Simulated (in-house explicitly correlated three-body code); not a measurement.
Computed with an exponentially correlated three-body code. Model: two electrons around a point charge, non-relativistic, variational in 260 exponentially correlated functions (energies converged to about 1e-7 hartree, or 1e-8 relative for large Z).

For two electrons in a singlet the Kohn-Sham orbital is the square root of half the density, so the exact Kohn-Sham potential and energy parts follow from the density alone, and exchange is minus half the Hartree energy. The Kohn-Sham level equals minus the binding energy of the second electron.

Command:
```bash
python run_hyl.py task.json out
```
Settings (lengths in bohr, energies in hartree):
```
Z                      2.16
interaction_strength   1
functions              260
states_tried           13
```

Run time, properties included: 28 s on 1 thread of Intel(R) Xeon(R) Platinum 8375C CPU @ 2.90GHz (Ice Lake), with other jobs on the host.

**Those bound S and P states to n = 4 that converged, binding against the one-electron ion.**

Given: nuclear charge 2.16.

Computed: one-electron threshold -2.3328 hartree.

```json
{"term": "1 1S", "energy (hartree)": "-3.46957201", "binding (eV)": "30.933", "quantum defect": "0.23068"}
{"term": "2 3S", "energy (hartree)": "-2.56076857", "binding (eV)": "6.2033", "quantum defect": "0.28207"}
{"term": "2 1S", "energy (hartree)": "-2.5252726", "binding (eV)": "5.2374", "quantum defect": "0.13036"}
{"term": "2 3P", "energy (hartree)": "-2.51191691", "binding (eV)": "4.874", "quantum defect": "0.061907"}
{"term": "2 1P", "energy (hartree)": "-2.49919977", "binding (eV)": "4.528", "quantum defect": "-0.01079"}
{"term": "3 3S", "energy (hartree)": "-2.42330606", "binding (eV)": "2.4628", "quantum defect": "0.27351"}
{"term": "3 1S", "energy (hartree)": "-2.41421442", "binding (eV)": "2.2154", "quantum defect": "0.1253"}
{"term": "3 3P", "energy (hartree)": "-2.41090055", "binding (eV)": "2.1252", "quantum defect": "0.064947"}
{"term": "3 1P", "energy (hartree)": "?", "binding (eV)": "?", "quantum defect": "?"}
{"term": "4 3S", "energy (hartree)": "-2.38118375", "binding (eV)": "1.3166", "quantum defect": "0.27099"}
{"term": "4 1S", "energy (hartree)": "-2.37757997", "binding (eV)": "1.2185", "quantum defect": "0.12385"}
{"term": "4 3P", "energy (hartree)": "?", "binding (eV)": "?", "quantum defect": "?"}
{"term": "4 1P", "energy (hartree)": "-2.37458351", "binding (eV)": "1.137", "quantum defect": "-0.012736"}
```

(1) What belongs in the row 3 1P?

(2) What belongs in the row 4 3P?

**Exact Kohn-Sham parts of the ground state from its density.**

Computed: Kohn-Sham kinetic 3.4322 hartree; Hartree energy 2.2499 hartree; exchange energy -1.125 hartree; DFT correlation energy -0.042403 hartree; kinetic part of the DFT correlation energy 0.037336 hartree; potential part of the DFT correlation energy -0.079739 hartree; exact minus restricted Hartree-Fock -0.042355 hartree; restricted Hartree-Fock level -31.31 eV; dipole polarisability 0.93466 bohr³; C6 of two such species 0.81817 hartree·bohr⁶.

(3) What is the total energy?

(4) What is the Kohn-Sham level?

**Functionals on the exact density and self-consistent, errors are functional minus exact, hybrids only self-consistent, a dash where a self-consistent run leaves the top level unbound.**

```csv
result,exchange error (millihartree),correlation error (millihartree),functional driven error (millihartree),density driven error (millihartree),self consistent total error (millihartree),top level plus exact binding (eV)
M06-L,-13.29,1.5401,-11.75,-2.2982,-14.048,8.8988
OLYP,-0.04386,-2.2723,-2.3162,-1.3712,-3.6873,9.7751
B3LYP VWN-RPA,-,-,-,-,-10.918,7.3829
r2SCAN0,-,-,-,-,0.095696,6.5037
revTPSS,-4.1098,-4.1826,-8.2923,-0.15801,-8.4503,9.0516
TPSS,-4.7015,-1.1541,-5.8556,-0.26376,-6.1194,9.2406
LDA VWN5,155.63,-74.636,80.994,-1.751,79.243,10.178
LDA PW92,155.63,-74.19,81.441,-1.7655,79.676,10.183
PBE,13.795,-0.098051,13.697,-0.98575,12.711,9.8552
PW91,10.356,-4.3242,6.0314,-1.0259,5.0055,9.7339
BLYP,?,?,?,?,?,?
r2SCAN,?,?,?,?,?,?
PBEsol,63.829,-10.928,52.901,-1.027,51.874,10.167
RPBE,-5.5581,-0.098051,-5.6561,-1.0958,-6.7519,9.7812
```

(5) What belongs in the row BLYP?

(6) What belongs in the row r2SCAN?

**Density and exact potentials over r, pair density (one pair, times 4 pi r12^2) and exact minus Kohn-Sham pair density over r12.**

| radius (bohr) | radial density (electrons/bohr) | exchange potential (hartree) | intracule density (1/bohr) | Coulomb hole against Kohn-Sham (1/bohr) | correlation potential (hartree) |
| --- | --- | --- | --- | --- | --- |
| 0.103 | 0.40151 | -1.8064 | 0.02095 | -0.01156 | -0.044 |
| 0.12 | 0.50723 | -1.7933 | 0.028576 | -0.01513 | -0.041 |
| 0.14 | 0.6347 | -1.7765 | 0.03904 | -0.01969 | -0.036 |
| 0.164 | 0.78772 | -1.7543 | 0.053658 | -0.02553 | -0.03 |
| 0.191 | 0.9549 | -1.7274 | 0.072653 | -0.03234 | -0.024 |
| 0.224 | 1.146 | -1.6923 | 0.09924 | -0.0407 | -0.016 |
| 0.261 | 1.3369 | -1.6508 | 0.13292 | -0.04965 | -0.008 |
| 0.305 | ? | ? | ? | ? | ? |
| 0.357 | 1.6979 | -1.538 | 0.23413 | -0.06794 | 0.009 |
| 0.417 | 1.8263 | -1.4669 | 0.30275 | -0.07428 | 0.016 |
| 0.487 | ? | ? | ? | ? | ? |
| 0.569 | 1.8881 | -1.2949 | 0.4707 | -0.0714 | 0.027 |
| 0.665 | 1.7955 | -1.1959 | 0.55861 | -0.05836 | 0.028 |
| 0.777 | 1.6199 | -1.0912 | 0.63388 | -0.03721 | 0.027 |
| 0.908 | 1.3762 | -0.9835 | 0.68103 | -0.01065 | 0.024 |
| 1.06 | 1.0935 | -0.87661 | 0.6846 | 0.01564 | 0.019 |
| 1.24 | 0.80019 | -0.77161 | 0.63468 | 0.03536 | 0.013 |
| 1.45 | 0.53453 | -0.673 | 0.53391 | 0.04293 | 0.009 |
| 1.69 | 0.32478 | -0.58441 | 0.40297 | 0.03814 | 0.005 |
| 1.98 | 0.17119 | -0.50229 | 0.26239 | 0.02531 | 0.003 |
| 2.31 | 0.07957 | -0.43197 | 0.14745 | 0.01218 | 0.001 |
| 2.7 | 0.030983 | -0.37011 | 0.068238 | 0.003331 | 0.001 |

(7) What belongs in the row 0.305?

(8) What belongs in the row 0.487?

## Answers

(1) energy (hartree): -2.40694415; binding (eV): 2.0176; quantum defect: -0.012344.

(2) energy (hartree): -2.37626876; binding (eV): 1.1828; quantum defect: 0.065819.

(3) -3.46957201 hartree.

(4) -30.933 eV.

(5) exchange error (millihartree): 0.75624; correlation error (millihartree): -2.2723; functional driven error (millihartree): -1.5161; density driven error (millihartree): -1.3721; self consistent total error (millihartree): -2.8881; top level plus exact binding (eV): 9.675.

(6) exchange error (millihartree): -5.04; correlation error (millihartree): 3.9721; functional driven error (millihartree): -1.0678; density driven error (millihartree): -0.2638; self consistent total error (millihartree): -1.3316; top level plus exact binding (eV): 8.9656.

(7) radial density (electrons/bohr): 1.527; exchange potential (hartree): -1.5996; intracule density (1/bohr): 0.17732; Coulomb hole against Kohn-Sham (1/bohr): -0.05911; correlation potential (hartree): 0.

(8) radial density (electrons/bohr): 1.8951; exchange potential (hartree): -1.3857; intracule density (1/bohr): 0.38278; Coulomb hole against Kohn-Sham (1/bohr): -0.07617; correlation potential (hartree): 0.023.

The density-driven part is never positive, since each functional's own density lowers its energy. Here it is small beside the functional-driven part (median ratio 0.12), the normal case. The correlation energy of density-functional theory lies 0.048 millihartree below exact minus Hartree-Fock, because the Hartree-Fock density, unlike the exact one, minimises the Hartree-Fock energy.
